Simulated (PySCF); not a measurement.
PBE beside CCSD(T) along the chalcogens: bonds to Si

PBE and CCSD(T) in PySCF with x2c-SVPall on every atom, spin-free X2C, for the lowest determinant that a PBE0 search found; no spin–orbit coupling.

```tsv
molecule	state (unpaired electrons)	PBE Re (Å)	PBE ωe (cm⁻¹)	PBE De (eV)	CCSD(T) Re (Å)	CCSD(T) ωe (cm⁻¹)	CCSD(T) De (eV)
SiO	singlet (closed shell)	1.545	1180	8.29	1.537	1205	7.38
SiS	singlet (closed shell)	1.962	726	6.43	1.951	748	5.67
SiSe	singlet (closed shell)	2.088	563	5.81	2.080	576	5.10
SiTe	singlet (closed shell)	2.299	474	4.99	?	?	?
```

Estimate the CCSD(T) values of SiTe by adding the mean shift from PBE to CCSD(T) of the other rows, and compare with the calculation.

The mean shifts are -0.9 pm, +20 cm⁻¹ and -0.79 eV, which give 2.290 Å, 494 cm⁻¹ and 4.20 eV. CCSD(T)/x2c-SVPall gives Re = 2.298 Å, ωe = 479 cm⁻¹, De = 4.28 eV.

What are the mean differences of PBE from CCSD(T) over the whole series?

Re +0.7 pm, ωe -16 cm⁻¹, De +0.77 eV.

In a basis of this size CCSD(T) is itself not converged; it tends to give bonds that are too long and too weak.

Correlated steps freeze the inner cores (6 to 23 orbitals); shallow outer-core shells are correlated. Correlated levels converge slowly with the basis: in double zeta they bind strong bonds too weakly, by up to about 1 eV, and carry superposition errors of some tenths. Spin–orbit coupling is left out, which matters for elements this heavy, above all for dissociation energies. Where the molecule has an RHF reference, its open-shell atoms are computed with UHF. The CCSD T1 diagnostic is raised in SiO, SiS, SiTe, a sign that a single reference may not be enough there.
